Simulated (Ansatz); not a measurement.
Coupled-cluster diagnostics for the cluster Ga2H2⁺ (the lowest doublet isomer of a short search), Ansatz.

Geometry of the doublet (PBE-D4/def2-TZVP):

Cartesian coordinates in Å:
```
Ga 0.637 1.104 0.166
Ga -0.640 -1.103 -0.169
H -1.702 -2.063 0.508
H 1.705 2.062 -0.504
```

Correlated methods freeze 18 core orbitals; core or outer-core shells of Ga are correlated, in sets that lack core-valence functions. The structure comes from a short search, and lower isomers may exist.

Geometry of the charge 1 quartet (PBE-D4/def2-TZVP):

Cartesian coordinates in Å:
```
Ga -0.701 1.356 -0.598
Ga 0.848 -0.537 1.296
H 1.679 -0.969 -0.060
H -1.826 0.151 -0.638
```

(1) Estimate the CCSD(T) correlation energy, the shares of MP2 and (T), T1 and the reference's ⟨S²⟩ for: charge 1, doublet, own geometry in def2-TZVPP; charge 1, quartet, own geometry in def2-TZVPP; and the rough time on 4 threads of Arm Neoverse V1 on a shared host.

Results:

(1) 
```
                          state       basis  correlation (eV)  MP2 share (%)  (T) share (%)     T1  ⟨S²⟩ (pure)  wall time
charge 1, doublet, own geometry  def2-TZVPP           -11.390           93.7            3.9  0.018  0.81 (0.75)       25 s
charge 1, quartet, own geometry  def2-TZVPP           -10.715           93.6            3.9  0.019  3.80 (3.75)       27 s
```
Customary marks for T1 are 0.02 (closed shells), 0.045 (open shells) and about 0.05 (3d metals). T1 stays under 0.02 throughout.
